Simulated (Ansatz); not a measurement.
Computed with Ansatz on PBE0-D4/def2-TZVP structures; ΔE is electronic, products minus reactants. CBS: MP2 limit from def2 TZ/QZ plus the TZ coupled-cluster correction, frozen cores. DFT in def2-TZVPP. Each species was taken in one conformer, which may not be the lowest.

`O[SiH](F)N[SiH2]F` + `CN[SiH2]O` → `CN([SiH2]O)[SiH](O)F` + `N[SiH2]F`  (ligand exchange at the Si–N bond)

| level | ΔE (kJ/mol) |
| --- | --- |
| ωB97M-V | -3.7 |
| PBE | 2.8 |
| HF/def2-TZVPP | 8.3 |
| MP2/CBS(def2) | -3.3 |

Question: What does CCSD(T)/CBS give? (Estimate.)

Answer: Ansatz gave: -2.2 kJ/mol. The listed levels differ from it by -1.5, 5.0, 10.5, -1.1 kJ/mol.

Largest T1 diagnostic among the species: 0.012.

The D4 term adds −8.4 kJ/mol with B3LYP and −4.5 kJ/mol with PBE0; it sums over pairs of atoms, weighted by their polarisabilities, and B3LYP, whose exchange is more repulsive, gets the larger term. In def2-TZVPP, CCSD(T) changes the Hartree–Fock value by −11.5 kJ/mol (the triples alone add −1.9 kJ/mol) and MP2 by −12.6 kJ/mol.

B3LYP here is the variant with VWN-RPA as its local correlation; programs differ in this.
